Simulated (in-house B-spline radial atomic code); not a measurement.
# Ionising Ag⁵⁺ with different functionals

Computed with a B-spline radial code for spherical atoms: scalar-relativistic (spin-free X2C) Hamiltonian, Fermi nucleus of rms radius 4.5454 fm, spin-polarised at highest spin, spherical fractional occupations for the functionals, and exact exchange of hybrids averaged over the configuration. The ionisation energy is the difference of two self-consistent energies, [Kr] 4d6 → [Kr] 4d5, without Breit or QED terms; ε is the level of the shell that loses the electron (its least bound occupied spin orbital). There is no spin-orbit coupling in this Hamiltonian.

| method | rung | ΔSCF (eV) | -ε(4d) (eV) |
| --- | --- | --- | --- |
| PBE0 | global hybrid | 83.52 | 77.35 |
| B3LYP | global hybrid | 83.75 | 77.02 |
| TPSSh | global hybrid | 83.38 | 75.75 |
| M06-2X | global hybrid | 84.30 | 80.71 |
| BHandHLYP | global hybrid | 83.41 | 79.63 |
| r2SCAN0 | global hybrid | 82.90 | 76.93 |
| B97-1 | global hybrid | 83.82 | 77.18 |
| HSE06 | range-separated hybrid | 83.47 | 76.90 |
| wB97X | range-separated hybrid | 83.55 | 80.01 |
| CAM-B3LYP | range-separated hybrid | 83.71 | 78.98 |
| LC-wPBE | range-separated hybrid | 83.62 | 80.28 |

Question: Among the functionals, which spreads more, the ΔSCF values or the orbital energies?

Answer: The orbital energies: ΔSCF values span about 1.40 eV and the orbital energies 4.96 eV.

Question: How do they compare with the NIST value?

Answer: NIST lists 82 eV ± 2 (tabulated theory, ground level to ground level). Errors run from +0.90 to +2.30 eV; all lie within about twice that uncertainty, so the table can't rank the methods.
